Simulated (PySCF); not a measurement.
Which level of theory gave which numbers?

Compound: C₃H₇ClO₂S.
Z-matrix (Å and degrees, PBE0-D3(BJ)/def2-SVP geometry), rows numbered from 1:
```
C 
C   1  1.5204
C   2  1.5174  1  115.05
S   3  1.7931  2  115.86  1    71.85
O   4  1.4459  3  108.50  2   175.49
O   4  1.4475  3  111.19  2   -48.27
Cl  4  2.1074  3   99.46  2    64.04
H   1  1.1016  2  111.11  3    55.86
H   1  1.0981  2  111.49  3   -64.41
H   1  1.0994  2  110.36  3   175.20
H   2  1.1022  1  111.01  3   123.89
H   2  1.1027  1  110.00  3  -119.47
H   3  1.1036  2  112.86  1   -45.25
H   3  1.0994  2  113.47  1  -168.93
```

The closed-shell ground state was solved 4 times with PySCF (density fitting, gas phase), always in the pcSseg-1 basis (168 functions), with these functionals: BHandHLYP, BLYP, HF and wB97X-D.

```csv
row,total energy (Eh),HOMO (eV),LUMO (eV),dipole (D)
P,-1127.1735,-7.36,-2.64,4.03
Q,-1127.0749,-10.52,-0.86,4.50
R,-1124.2466,-12.64,2.00,4.82
S,-1127.1580,-11.03,-0.18,4.38
```

Problem. Which functional belongs to which row?

Solution. P = BLYP, Q = BHandHLYP, R = HF, S = wB97X-D. By rising HOMO–LUMO gap: BLYP (GGA) 4.72 eV; BHandHLYP (global hybrid, 50 % exact exchange) 9.66 eV; wB97X-D (range-separated hybrid) 10.85 eV; HF (all exact exchange) 14.64 eV. Total energies of different functionals aren't bounds to one another; each is stationary for its own functional.

One conformer stands for the species.

Note: wB97X-D ran without an empirical dispersion term, which enters the total energy and its gradient alone.
